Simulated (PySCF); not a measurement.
First SCF of a structure search on singlet K2Cl2, at a hand-made butterfly geometry. PySCF input:

```python
from pyscf import gto, scf, dft
mol = gto.M(atom='''
K      1.960000     0.000000     0.000000
K     -1.960000     0.000000     0.000000
Cl     0.000000     1.622500     1.770000
Cl     0.000000    -1.622500     1.770000''',
    basis={'K': 'def2-TZVP', 'Cl': 'def2-TZVP'},
    charge=0, spin=0)
mf = dft.RKS(mol, xc='PBE0')
mf.grids.atom_grid = (50, 194)
aux = {'K': 'def2-universal-JKFIT', 'Cl': 'def2-universal-JKFIT'}
mf = mf.density_fit(auxbasis=aux)
mf.conv_tol = 1e-08
mf.diis_space = 10
mf.max_cycle = 60
mf.init_guess = 'minao'
mf.verbose = 4
mf.kernel()
```

Excerpt of the output (cycles and frontier levels):

```
init E= -2119.49846159448
  HOMO = -0.363875067675053  LUMO = -0.0955392101723653  gap/eV = 7.30179
cycle= 1 E= -2119.69456351609  delta_E= -0.196  |g|= 0.529  |ddm|=  1.4
  HOMO = -0.0598082154807892  LUMO = -0.0532995243391106  gap/eV = 0.17711
cycle= 2 E= -2119.6169226504  delta_E= 0.0776  |g|= 0.784  |ddm|= 1.72
  HOMO = -0.17796265100575  LUMO = -0.0537021263598144  gap/eV = 3.38130
cycle= 3 E= -2119.79808926946  delta_E= -0.181  |g|= 0.0383  |ddm|= 0.982
  HOMO = -0.180015161174211  LUMO = -0.0549657975772733  gap/eV = 3.40277
cycle= 4 E= -2119.79831239771  delta_E= -0.000223  |g|= 0.0226  |ddm|= 0.0595
  HOMO = -0.179999649773798  LUMO = -0.0536474140948839  gap/eV = 3.43822
cycle= 5 E= -2119.79844611389  delta_E= -0.000134  |g|= 0.00271  |ddm|= 0.021
  HOMO = -0.180210563457191  LUMO = -0.0534683656499851  gap/eV = 3.44883
cycle= 6 E= -2119.79844794812  delta_E= -1.83e-06  |g|= 0.000632  |ddm|= 0.00331
  HOMO = -0.180216075971135  LUMO = -0.0534421381827069  gap/eV = 3.44969
cycle= 7 E= -2119.79844804999  delta_E= -1.02e-07  |g|= 0.000156  |ddm|= 0.000605
  HOMO = -0.180210724237128  LUMO = -0.0534314941199947  gap/eV = 3.44984
cycle= 8 E= -2119.79844805664  delta_E= -6.65e-09  |g|= 2.99e-05  |ddm|= 0.000169
  HOMO = -0.180201490085061  LUMO = -0.0534299240759457  gap/eV = 3.44963
Extra cycle  E= -2119.79844805677  delta_E= -1.32e-10  |g|= 2.57e-05  |ddm|= 5.66e-05
converged SCF energy = -2119.79844805677
```

No lower solution of this spin was found by a stability analysis within the restricted form, which does not test spin polarisation.

The search for the lowest solution, with the stability check, took 9.3 s on 2 threads of a shared Arm Neoverse V1 host, with 140 basis functions. Launch command: `OMP_NUM_THREADS=2 python axn.py task.json out`.
